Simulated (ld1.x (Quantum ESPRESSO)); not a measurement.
**Zn (Z = 30): one change to a TM potential, before and after**

Zn (Z = 30), norm-conserving Troullier–Martins (Kleinman–Bylander form), made with ld1.x (Quantum ESPRESSO) 7.5 (PBEsol, fully relativistic). Core [Ar], reference 3d10 4s2 4p0. Waves: 4p (bound, empty): rc 2.50 bohr; 3d (bound): rc 0.80 bohr; 4s (bound): rc 1.60 bohr. Local part: the s channel. Core correction: a·sin(br)/r model core inside 0.70 bohr.

Open shells are filled in proportion to 2j + 1 (rel_dist='average').

All-electron outer shells of the reference configuration (PBEsol, scalar-relativistic, ld1.x):

| shell | level (eV) | outermost node (bohr) | outermost maximum (bohr) |
| --- | --- | --- | --- |
| 3s | -128.92 | 0.28 | 0.59 |
| 3p | -83.26 | 0.25 | 0.59 |
| 3d | -10.17 | – | 0.56 |
| 4s | -6.00 | 0.85 | 2.09 |
| 4p | -1.07 | 0.92 | 3.04 |

Change: wave 4s (bound): rc 1.60 bohr becomes 4s (bound): rc 1.12 bohr.

Cutoffs: the cutoffs (Ry, on a coarse ladder) from which the occupation-weighted sum of valence levels, in a spherical-Bessel basis at the reference potential, stays within 10 and 1 mRy of its value at 400 Ry; they do not see the model core or the augmentation charge, which bear on the density cutoff. Errors are all-electron minus pseudo energies relative to the spin-unpolarised reference configuration.

Task: Predict the effect on cutoff, ghosts and configuration errors.

Result: A bound ghost appears in p, s, which as a rule spoils a file; the number of tests that count goes from 7 to 6; of the 6 tests that both files solve, the error grows in 2 and shrinks in 2 by more than 15 % and 0.3 meV (median size 37.4 → 10.8 meV); the range in which the s phases agree narrows (upper end 2.5 → -0.1).

| quantity | base | changed |
| --- | --- | --- |
| cutoff, loose | over 300 Ry | over 300 Ry |
| cutoff, tight | over 300 Ry | over 300 Ry |
| loose cutoff by channel (10 mRy a level) | d 300 Ry, s 10 Ry | d 300 Ry, s 140 Ry |
| bound ghosts | none | p3/2, p1/2, s (extra level of the local part) |
| tests counted (converged, no solver errors) | 7 of 7 | 6 of 7 |
| error for 3d10 4s1 4p0, meV [ΔE 9.90 eV] | -8.3 | +11 |
| error for 3d10 4s0 4p0, meV [ΔE 28.25 eV] | -56 | -11 |
| error for 3d9 4s0 4p0, meV [ΔE 68.76 eV] | -432 | -479 |
| error for 3d8 4s0 4p0, meV [ΔE 130.54 eV] | -2384 | -2468 |
| error for 3d10 4s1 4p1, meV [ΔE 5.13 eV] | -2.4 | +4.7 |
| error for 3d10 4s0 4p1, meV [ΔE 16.26 eV] | -19 | -3.0 |
| s: phases at 2.70 bohr within 0.05 rad from the reference energy up to (Ry; the scan ends near 5) | 2.5 | -0.1 |
| p1/2: phases at 2.70 bohr within 0.05 rad from the reference energy up to (Ry; the scan ends near 5) | 4.0 | 3.6 |
| p3/2: phases at 2.70 bohr within 0.05 rad from the reference energy up to (Ry; the scan ends near 5) | 4.7 | 3.8 |
| d3/2: phases at 2.70 bohr within 0.05 rad from the reference energy up to (Ry; the scan ends near 5) | 0.6 | 0.8 |
| d5/2: phases at 2.70 bohr within 0.05 rad from the reference energy up to (Ry; the scan ends near 5) | 0.6 | 0.8 |

Changed file: Tests not counted: 3d9 4s2 4p1 (solver errors, printed error -1706 eV). A true bound ghost makes a file unfit for plane-wave use even where its test errors are small: the radial tests pick states by their node count and pass the ghost by. Where a test does run into it, the solver fails or the error is huge.
